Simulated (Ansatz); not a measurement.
`[OH][SnH]([Cl])[Cl]` + `[NH]=[Mo](=[NH])([NH2])[OH]` → `[NH2][SnH]([OH])[Cl]` + `[NH]=[Mo](=[NH])([OH])[Cl]`  (redistribution)

Computed with Ansatz on PBE0-D4/def2-TZVP structures; ΔE is electronic, products minus reactants. CCSD(T)/CBS is the MP2 limit (def2-TZVPP, def2-QZVPP) plus CCSD(T) − MP2 in def2-TZVPP, frozen cores. Functionals use def2-TZVPP. B3LYP here is the variant with VWN-RPA as its local correlation; programs differ in this. HSE06 is defined as in plane-wave codes. Elements past krypton have def2 core potentials. For Mo, Sn outer-core shells are correlated without core-valence functions, which leaves a few kJ/mol of doubt a bond. Each species was taken in one conformer, which may not be the lowest.

```csv
level,ΔE (kJ/mol),difference from CCSD(T)/CBS
BLYP-D4,14.9,6.3
r2SCAN-D4,12.6,4.0
B3LYP-D4,15.4,6.8
r2SCANh-D4,13.1,4.5
r2SCAN0-D4,13.8,5.2
ωB97X-V,14.7,6.1
revPBE,11.9,3.3
r2SCAN,12.5,3.9
PBE0,13.8,5.2
r2SCANh,13.0,4.4
HSE06,13.7,5.1
CAM-B3LYP,16.2,7.6
LC-ωPBE,14.7,6.1
HF/def2-SVP,27.0,18.4
MP2/def2-SVP,4.4,-4.2
CCSD(T)/def2-SVP,17.7,9.1
CCSD(T)/CBS,8.6,0
```

Largest T1 diagnostic among the species: 0.022, so the coupled-cluster value is less sure than usual.

Leaving LDA and LC-ωPBE aside and taking each functional with its dispersion term where it has one, the values, not all of them listed here, spread over 10.5 kJ/mol, from PBE-QIDH to CAM-B3LYP-D4. At CCSD(T), def2-SVP lies +9.1 kJ/mol from the extrapolated value and def2-TZVPP −1.2 kJ/mol.
